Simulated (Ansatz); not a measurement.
A structure relaxed at PBE0-D4/def2-SVP in Ansatz, charge 0, singlet:

```xyz
13

Bi   -0.196    1.210   -0.394
C    -1.183    0.331    1.456
H    -0.936    0.945    2.333
H    -0.821   -0.695    1.609
H    -2.274    0.321    1.319
C     1.852    0.400    0.169
H     1.758   -0.654    0.465
H     2.262    0.984    1.005
H     2.528    0.482   -0.694
C    -0.688   -0.611   -1.662
H    -0.071   -0.601   -2.572
H    -1.750   -0.587   -1.946
H    -0.480   -1.524   -1.086
```

(1) Give its formula, name or SMILES.

(2) Summarise the bond lengths by kind (pairs closer than 1.2 times the sum of covalent radii, bridged metal pairs left out).

Results:

(1) BiMe3 (C₃H₉Bi).

(2) 3 × Bi–C 2.27 Å; 9 × C–H 1.10 Å.

In the def2 sets Bi takes a core potential; there is no spin–orbit coupling.
